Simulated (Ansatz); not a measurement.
The same bond dissociation along the group C, Ge, Sn.

Isolated molecules relaxed with PBE0-D4/def2-TZVP in Ansatz; ΔE leaves out vibrations. CCSD(T)/CBS adds triple-zeta CCSD(T) − MP2 to the extrapolated MP2 energy (def2 sets, frozen cores). This one scheme is used for every species. Functionals use def2-TZVPP. No spin–orbit coupling; open shells (•) take unrestricted orbitals. Elements past krypton have def2 core potentials. For Ge, Sn outer-core shells are correlated without core-valence functions, which leaves a few kJ/mol of doubt a bond. Scalar relativity is left out up to krypton. One conformer a species, not always the lowest.

```tsv
reaction	CCSD(T)/CBS(def2) (kJ/mol)
`FCS` → `[CH2]F`• + `[SH]`•	?
`[F][GeH2][SH]` → `[F][GeH2]`• + `[SH]`•	365
`[F][SnH2][SH]` → `[F][SnH2]`• + `[SH]`•	334
```

Q: Fill in the missing values. (Best estimate.)

A: Ansatz gave: `FCS` → `[CH2]F`• + `[SH]`•: +337.4 kJ/mol.

Largest T1 diagnostic: 0.017, for `[F][SnH2]`•.
